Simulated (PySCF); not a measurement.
Exercise with solution: dipole moment from atomic charges

B(Me)(OH)(SeH) (CH₅BOSe), SMILES CB(O)[SeH]. Atoms are numbered in the order given.

```xyz
9

B     -0.1267     0.9345     0.0000
C      1.1561     1.8530     0.0000
H      1.1549     2.5126    -0.8866
H      1.1549     2.5126     0.8866
H      2.1042     1.2959     0.0000
O     -1.3948     1.4228     0.0000
H     -1.4330     2.3884     0.0000
Se     0.0948    -1.0165     0.0000
H     -1.3486    -1.3217     0.0000
```
Charge 0, spin multiplicity 1.

Coordinates come from a B3LYP-D3(BJ)/def2-SVP optimisation. The structure was generated by enumeration, and PubChem lists no compound with its InChIKey, so it may never have been made. One conformer was computed; it need not be the lowest.

Charges (e) from M06-2X/def2-TZVP run with PySCF:

```
atom  ESP fit  Mulliken
----  -------  --------
B1      0.556     0.267
C2     -0.883    -0.503
H3      0.209     0.155
H4      0.209     0.155
H5      0.270     0.150
O6     -0.689    -0.412
H7      0.468     0.333
Se8    -0.315    -0.273
H9      0.175     0.128
```

The dipole moment of the full density is 2.40 D.

Q: What dipole moment does each set of point charges give, and which comes closer to that of the density?

A: 
μ = Σ q r, and 1 e Å = 4.8032 D.
ESP fit: Σ q r = (-0.016, 0.510, 0.000) e Å, |μ| = 2.45 D.
Mulliken: Σ q r = (-0.043, 0.608, 0.000) e Å, |μ| = 2.93 D.
ESP fit comes closer in size. Point charges leave out the atoms' own dipoles (lone pairs, polarised bonds); fits to the potential absorb them, partitions of the density don't.
